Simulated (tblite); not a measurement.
Compound: C4H13BN2.
Atom-mapped SMILES: `[CH3:1][CH2:2][B@H-:3]1[NH:4][CH2:5][CH2:6][NH2+:7]1` (hydrogens: H8, H9, H10 on C1; H11, H12 on C2; H13 on B3; H14 on N4; H15, H16 on C5; H17, H18 on C6; H19, H20 on N7)

Computed with GFN2-xTB (tblite), gas phase: L-BFGS steps from a force-field or distance-geometry start until the largest atomic force falls under 0.01 eV/Å.

Geometry at step 28:
```
atom  x, y, z in Å
C1      2.6190   -0.3217   -0.2780
C2      1.4550    0.5762   -0.7037
B3      0.1400    0.7153    0.2679
N4     -1.0369    1.2271   -0.5814
C5     -2.0217    0.1881   -0.7148
C6     -1.8530   -0.7493    0.5074
N7     -0.3986   -0.8221    0.5755
H8      3.3302   -0.4286   -1.0928
H9      2.2842   -1.3188   -0.0076
H10     3.1306    0.0878    0.5849
H11     1.8579    1.5772   -0.8630
H12     1.0776    0.2428   -1.6755
H13     0.2912    1.3087    1.2972
H14    -1.4351    2.0940   -0.2533
H15    -1.7931   -0.4036   -1.6137
H16    -3.0298    0.5846   -0.8256
H17    -2.2335   -0.2575    1.4016
H18    -2.3218   -1.7298    0.3948
H19    -0.0108   -1.2451    1.4089
H20    -0.0565   -1.3148   -0.2414
```

**Question.** What forces act on the atoms?

**Answer.** 
```tsv
atom	Fx (eV/Å)	Fy (eV/Å)	Fz (eV/Å)
C1	-0.237	0.010	-0.015
C2	-0.212	0.059	0.097
B3	0.194	0.271	-0.213
N4	0.058	-0.004	0.229
C5	0.029	-0.044	-0.028
C6	-0.099	0.183	-0.146
N7	0.121	0.070	-0.075
H8	0.139	0.032	0.002
H9	-0.074	-0.208	0.008
H10	0.072	0.114	0.078
H11	-0.022	-0.008	-0.087
H12	0.187	-0.026	-0.038
H13	0.038	-0.156	-0.030
H14	-0.052	-0.044	0.055
H15	-0.030	-0.037	-0.064
H16	-0.102	-0.065	0.087
H17	0.010	-0.003	0.083
H18	-0.020	0.001	-0.043
H19	-0.054	0.034	0.149
H20	0.056	-0.179	-0.051
```

The largest, 0.40 eV/Å, acts on B3; the rms over all components is 0.108 eV/Å. The forces sum to zero within rounding, as they must for an isolated molecule in no field.

**Question.** Give the force on B3 in Eh/bohr and in nN.

**Answer.** 0.396 eV/Å ÷ 51.422 = 0.00769 Eh/bohr, and 0.396 eV/Å × 1.602 = 0.63 nN.

**Question.** How far is this geometry from the end of the optimisation?

**Answer.** 0.135 eV above it, and 0.328 Å rms away after alignment. The bonds farthest from their final lengths, with half the difference of the two atoms' forces along the bond (positive lengthens):

| bond | now (Å) | final (Å) | force along bond (eV/Å) |
| --- | --- | --- | --- |
| B3–N7 | 1.658 | 1.748 | +0.12 |
| B3–N4 | 1.539 | 1.502 | -0.12 |
| C2–B3 | 1.641 | 1.624 | -0.25 |
| B3–H13 | 1.198 | 1.189 | -0.04 |
| C6–N7 | 1.458 | 1.464 | +0.11 |
| C5–H15 | 1.100 | 1.094 | +0.01 |

The angle farthest from its final value is C2–B3–N4, 108.3° against 114.2°.

Of the 3 listed bonds off by 0.010 Å or more, this force points towards the final length in 3.

What follows is the cost of the whole relaxation. Time: 1.0 s of wall time. Hardware: an Arm Neoverse N1 with one thread, no GPU, on a shared host.
